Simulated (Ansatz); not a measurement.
Computed with Ansatz on PBE0-D4/def2-TZVP structures; ΔE is electronic, products minus reactants. CBS: MP2 limit from def2 TZ/QZ plus the TZ coupled-cluster correction, frozen cores. This one scheme is used for every species, atoms too. Functionals use def2-TZVPP. Open shells (•) are unrestricted, without spin–orbit coupling. Spin–orbit coupling would lower the free atoms: a little for F. For Br outer-core shells are correlated without core-valence functions, so the limit isn't a true one: a few kJ/mol of doubt a bond, and 10 to 20 or more in all where bonds break to atoms. Scalar relativity is left out up to krypton.

Reaction (homolysis of the B–F bond): `FB(F)Br` → `F[B]Br`• + F•

`FB(F)Br`:

```xyz
4

F     0.394   -0.678   -1.145
B     0.036   -0.140   -0.007
F     0.009   -0.883    1.071
Br   -0.439    1.701    0.080
```

`F[B]Br`•:

```xyz
3

F     0.325    0.519   -1.172
B     0.287   -0.388   -0.245
Br   -0.612   -0.131    1.416
```

CCSD(T)/CBS gives +713.7 kJ/mol.

(1) Another level gave +698.7 kJ/mol. Which?
A. revPBE-D4/def2-TZVPP
B. PBE0-D4/def2-TZVPP
C. CCSD(T)/def2-TZVPP
D. RPA@PBE/def2-TZVPP

Largest T1 diagnostic among the species: 0.013.

## Answers

(1) C. CCSD(T)/def2-TZVPP 698.7, RPA@PBE/def2-TZVPP 650.1, revPBE-D4 683.3, PBE0-D4 691.6 kJ/mol.

From r2SCAN to r2SCAN0 (25 % exact exchange), in def2-TZVPP and without D4, ΔE moves by −15.0 kJ/mol: exact exchange takes away binding that semilocal exchange gives to molecules. The D4 term adds +3.6 kJ/mol with B3LYP and +1.9 kJ/mol with PBE0; it sums over pairs of atoms, weighted by their polarisabilities, and B3LYP, whose exchange is more repulsive, gets the larger term. At CCSD(T), def2-SVP lies −25.5 kJ/mol from the extrapolated value and def2-TZVPP −15.0 kJ/mol: correlation converges slowly with the basis, and small sets miss more of it in the bonded molecule than in its fragments.

B3LYP here is the variant with VWN-RPA as its local correlation; programs differ in this.

CCSD(T)/CBS has its own doubt, a few kJ/mol and more with outer-core shells, so smaller differences from it don't rank the levels.
